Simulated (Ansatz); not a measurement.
Abridged output of a molecular run in Ansatz:

```
Functional definition: HF
1363 factors; integrals over basis functions are off by at most 1.2e-3 eV
mean field evaluation 1: about -69897.9673 eV, gradient 4.4e1 eV
mean field evaluation 2: about -69898.2910 eV, gradient 4.4e1 eV
mean field evaluation 4: about -69902.0748 eV, gradient 3.5e0 eV
mean field evaluation 8: about -69902.1465 eV, gradient 2.6e-1 eV
mean field -69902.14681508 eV, -2568.8565140773 hartree, gradient 8.7e-6 eV, S^2 0.000000; 0 other end points of the search recorded, 0 dependent functions left out
16 core orbitals not correlated: weight in the atoms' cores, before any rotation towards them, 1.000 or more for the frozen orbitals, at most 0.000 for the correlated occupied ones
reference -69902.14681508 eV, -2568.8565140773 hartree; 18, 18 occupied and 188, 188 virtual orbitals, 1363 factors
second order -24.36842864 eV of doubles, -0.00000000 eV of singles
cycle   1  -24.29371601 eV  change    7.5e-2 eV  update   1.2e-1
cycle   2  -25.00453431 eV  change   -7.1e-1 eV  update   3.6e-2
cycle   3  -25.13799862 eV  change   -1.3e-1 eV  update   1.9e-2
cycle   4  -25.11790952 eV  change    2.0e-2 eV  update   4.7e-3
cycle   5  -25.11674302 eV  change    1.2e-3 eV  update   2.4e-3
cycle   6  -25.11759038 eV  change   -8.5e-4 eV  update   7.2e-4
cycle   7  -25.11713076 eV  change    4.6e-4 eV  update   3.2e-4
cycle   8  -25.11711251 eV  change    1.8e-5 eV  update   1.1e-4
cycle   9  -25.11717546 eV  change   -6.3e-5 eV  update   4.3e-5
cycle  10  -25.11716880 eV  change    6.7e-6 eV  update   1.7e-5
perturbative correction -0.95591132 eV, -0.0351290930 hartree
Total energy: -69928.21989520 eV, -2569.8146820987 hartree
```

Its atoms:

```xyz
9

O     0.8393   -1.2077    1.0489
P    -0.7004   -0.7858    0.6127
O    -1.0348    0.4849    1.5920
Ge   -0.0032    0.3631   -1.3122
H     0.8267   -1.9496    1.6610
H    -0.3755    1.1887    1.5729
H     0.7391   -0.5714   -2.2790
H    -1.2251    0.9685   -2.0234
H     0.9340    1.5092   -0.8728
```

**Question.** Which basis set was used?
A. def2-SVP
B. def2-TZVPP
C. cc-pV(D+d)Z
D. def2-SVPD

**Answer.** B. It gives 222 functions.

**Question.** Write the keys of the input that set method, charge and spin (a neutral closed shell needs none for the last two).

**Answer.** 
```yaml
correlation: {method: ccsd_t}
```
